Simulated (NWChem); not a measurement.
AlGeH5O2; SMILES [OH][Al]([OH])[GeH3]

```xyz
9

Al    -0.0010    -1.0785    -0.0024
Ge    -0.0023     1.3719    -0.0001
H      0.9251     1.9524    -1.1034
H     -1.4214     1.9558    -0.2349
H      0.5083     1.9455     1.3516
O      1.5249    -1.8702     0.0006
H      1.6757    -2.8277     0.0063
O     -1.5183    -1.8871     0.0005
H     -1.6541    -2.8470     0.0079
```
Atoms are numbered in this order, from 1.

Results from NWChem. Geometry: optimised at PBE-D3(BJ)/def2-SVP.

Task: Among these, which level gives the highest value of “dipole (D)”?
A. Hartree-Fock/STO-3G
B. Hartree-Fock/def2-SVP
C. Hartree-Fock/aug-pcseg-1
D. Hartree-Fock/pcseg-2

Result: B, Hartree-Fock/def2-SVP. Values: Hartree-Fock/STO-3G 2.43; Hartree-Fock/aug-pcseg-1 2.72; Hartree-Fock/pcseg-2 2.89; Hartree-Fock/def2-SVP 3.28
